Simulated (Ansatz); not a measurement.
Molecule: triiodo(methyl)silane, CH3I3Si (charge 0, singlet). SMILES: C[Si](I)(I)I
Geometry: optimised at B3LYP-D3(BJ)/def2-TZVP (Ansatz, an electronic-structure program).

Quantity: vertical ionisation energy (to the doublet state of charge +1; each state is the SCF solution reached for its spin; the molecule has degenerate orbitals, so one determinant may break the symmetry; for the doublet the Hartree-Fock reference is unstable and T1 is 0.014), in eV. Valence correlation only, unless marked. Open shells are spin-unrestricted. No spin-orbit coupling. Frozen are the shells of the preceding noble gas and the d and f shells that filled before the atom's block. Past Kr the def2 sets carry scalar-relativistic core potentials.  The program attaches cautions to a run behind CCSD/def2-TZVPPD: other roots.

| level | program | vertical ionisation energy (eV) |
|---|---|---|
| RI-HF/def2-TZVPPD | Ansatz | 8.99 |
| r2SCAN/def2-TZVPD | Ansatz | 8.96 |
| B3LYP/def2-TZVPD | Ansatz | 9.06 |
| B2PLYP/def2-TZVPD | Ansatz | 9.20 |
| RI-MP2/def2-TZVPPD | Ansatz | 9.75 |
| CCSD/def2-TZVPPD | Ansatz | 9.51 |
